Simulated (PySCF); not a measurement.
# Neon: a sound run and one with changed settings

Sound run: Ne+ [He] 2s2 2p5, Ne(2+) [He] 2s2 2p4. All numbers are calculated (PySCF 2.14, the non-relativistic Hamiltonian (point nucleus), in 6-31G*). The sound run starts from symmetry-adapted Hartree-Fock orbitals and uses a fine grid where one is needed.

A second run was set up differently.

```
species  method  sound run (hartree)  changed run (hartree)  converged
    Ne+     UHF           -127.75061             -127.75061        yes
    Ne+     PBE           -127.99945             -128.04664        yes
    Ne+  M06-2X           -128.07895             -128.07822        yes
 Ne(2+)     UHF           -126.29981             -126.29981        yes
 Ne(2+)     PBE           -126.48198             -126.53174        yes
 Ne(2+)  M06-2X           -126.56272             -126.55374        yes
```

Ionisation energy of Ne+:

```csv
method,sound run (eV),changed run (eV)
UHF,39.478,39.478
PBE,41.292,41.223
M06-2X,41.259,41.483
```

Problem. What was changed?
A. angular grid far too coarse
B. too few SCF iterations
C. all electrons correlated in a valence basis
D. minimal basis

Solution. A. It used 6 angular points. A coarse angular grid integrates products of high-l functions wrongly, so density functionals can shift, and the SCF can exploit the error; Hartree-Fock and MP2 need no grid.
